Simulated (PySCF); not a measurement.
**Basis set benchmark on one molecule**

Molecule: `[Si]([Si](C)(Cl)Cl)(Cl)(Cl)Cl`, CH3Cl5Si2.

Bonds (- single, = double, # triple, : aromatic): C1-Si2 1.854 Å, Si2-Cl3 2.062 Å, Si2-Cl4 2.063 Å, Si2-Si5 2.326 Å, Si5-Cl6 2.056 Å, Si5-Cl7 2.058 Å, Si5-Cl8 2.048 Å. C1 carries H9, H10, H11.

Geometry PBE0-D3(BJ)/def2-SVP throughout; GIAO in PySCF, gas phase, one conformer, non-relativistic; equivalent atoms averaged; functional PBE0.

Reference values (measured; solution; U. Herzog, Habilitationsschrift, TU Bergakademie Freiberg, 2002/2003): δ(Si5) = -0.2 ppm vs TMS, δ(Si2) = 14.0 ppm vs TMS. Computed shifts are taken against TMS, calculated as an isolated molecule at each level.

How do the basis sets STO-3G, pcSseg-0, 6-31G, 6-31G*, cc-pVDZ, def2-SVP, pcSseg-1, aug-cc-pVDZ, 6-311+G(2d,p), def2-TZVP, cc-pVTZ perform against the reference? Times are CPU seconds on shared hosts with different chips, so compare them loosely.

Results:


| basis set | functions | Si5 | Si2 | mean abs. error Si | core-s |
| --- | --- | --- | --- | --- | --- |
| STO-3G | 71 | 26.2 | 25.6 | 19.0 | 6.7 |
| pcSseg-0 | 106 | 86.5 | 73.2 | 73.0 | 12 |
| 6-31G | 106 | 105.1 | 88.4 | 89.8 | 14 |
| 6-31G* | 146 | 61.8 | 57.5 | 52.8 | 22 |
| cc-pVDZ | 155 | 39.8 | 40.7 | 33.4 | 24 |
| def2-SVP | 155 | 43.4 | 42.5 | 36.0 | 21 |
| pcSseg-1 | 200 | 30.1 | 35.3 | 25.8 | 25 |
| aug-cc-pVDZ | 239 | 21.0 | 28.3 | 17.8 | 46 |
| 6-311+G(2d,p) | 290 | 21.2 | 27.5 | 17.4 | 62 |
| def2-TZVP | 308 | 16.0 | 23.7 | 12.9 | 68 |
| cc-pVTZ | 310 | 15.1 | 22.2 | 11.8 | 74 |

For 29Si the closest is cc-pVTZ (11.8 ppm) and the furthest 6-31G (89.8 ppm). Where a smaller basis beats a larger one, errors probably cancel. One molecule is a small sample, and vibrational and solvent effects are absent from the calculation.

A small basis that lands close on one nucleus may do so by chance; judge by the trend and by all nuclei.
